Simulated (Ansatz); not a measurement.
`B[Si](O)(F)[SiH3]` + HCl → `O[Si](F)([SiH3])Cl` + BH₃  (cleavage of the Si–B bond)

Computed with Ansatz on PBE0-D4/def2-TZVP structures; ΔE is electronic, products minus reactants. CBS: MP2 limit from def2 TZ/QZ plus the TZ coupled-cluster correction, frozen cores. This one scheme is used for every species. DFT in def2-TZVPP. One conformer a species, not always the lowest.

```
         level  ΔE (kcal/mol)
     r2SCAN-D4          -33.0
       PBE0-D4          -31.5
       ωB97M-V          -34.4
        r2SCAN          -33.0
 HF/def2-TZVPP          -36.6
 HF/def2-QZVPP          -36.8
  HF/CBS(def2)          -36.8
CCSD/CBS(def2)          -33.4
```

Q: What does CCSD(T)/CBS give? (Best estimate.)

A: Computed: -33.2 kcal/mol. The listed levels differ from it by 0.2, 1.7, -1.2, 0.2, -3.4, -3.6, -3.6, -0.2 kcal/mol.

Largest T1 diagnostic among the species: 0.013.

In def2-TZVPP, CCSD(T) changes the Hartree–Fock value by +4.2 kcal/mol (the triples alone add +0.2 kcal/mol) and MP2 by +1.3 kcal/mol. From PBE to PBE0 (25 % exact exchange), in def2-TZVPP and without D4, ΔE moves by −1.8 kcal/mol.
